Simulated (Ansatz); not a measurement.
Species: [Cd(NH2)(H)] (charge 0, multiplicity 1).

Give a relaxed geometry from r2SCAN-D4/def2-SVP run with Ansatz (a program for electronic structure).

One answer among several that fit: the end point of this relaxation, one of several conformers.
Cartesian coordinates (Å) in one orientation:
```xyz
5

Cd    -0.126    -0.068     0.144
N      0.016     1.916     0.419
H      0.194     2.222     1.376
H     -0.771     2.470     0.082
H     -0.126    -1.685    -0.167
```
